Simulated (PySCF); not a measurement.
Gas-phase reaction: 2 TiCl2(OH)2 + 2 Cl2 ⇌ 2 TiCl4.H2O + O2

Method: PySCF energies plus ideal-gas RRHO corrections (1 bar). † marks an energy on the PBE0/def2-TZVP geometry and frequencies; other levels use their own. MP2 and CCSD(T) freeze the core. 6-31G* has spherical d functions here. Open shells (unrestricted): O2 (multiplicity 3); the rest are closed-shell singlets. B3LYP is the form with VWN-RPA correlation. Adducts (TiCl4.H2O) have no counterpoise correction, and HF, PBE, BLYP, B3LYP and PBE0 lack dispersion. TiCl2(OH)2, TiCl4.H2O: computed as isolated molecules; such fragments, hydroxides, amides, oligomers or adducts are transient or little studied in the gas. MP2 isn't extrapolated to the basis-set limit; its ΔH°(298 K) is -108.7 kJ in def2-SVP and -43.6 kJ in def2-TZVPP. CCSD(T) isn't extrapolated to the basis-set limit. The harmonic model lacks anharmonicity and excited electronic states, which grow with temperature; levels with a mode under 35 cm⁻¹ are left out. Soft modes under 120 cm⁻¹ make the harmonic entropy rough for TiCl2(OH)2, TiCl4.H2O. Warning, large T1 diagnostic: TiCl2(OH)2, TiCl4.H2O (CCSD(T)/def2-SVP†).

| level | ΔE electronic, kJ | ΔH°(298 K), kJ | ΔS°(298 K), J/K | ΔG°(1600 K), kJ |
|---|---|---|---|---|
| B3LYP/6-31G* | -37 | -20 | -143 | 205 |
| CCSD(T)/def2-SVP† | -104 | -87 | -152 | 151 |
| HF/6-31G* | -62 | -43 | -141 | 179 |
| HF/def2-TZVP† | -44 | -28 | -152 | 211 |
| M06-2X/def2-TZVP† | -22 | -5 | -152 | 233 |
| MP2/def2-SVP† | -125 | -109 | -152 | 130 |
| PBE0/def2-TZVP | -29 | -13 | -152 | 225 |
ΔH° is lowest at MP2/def2-SVP† and highest at M06-2X/def2-TZVP†. No reference value is set beside these.
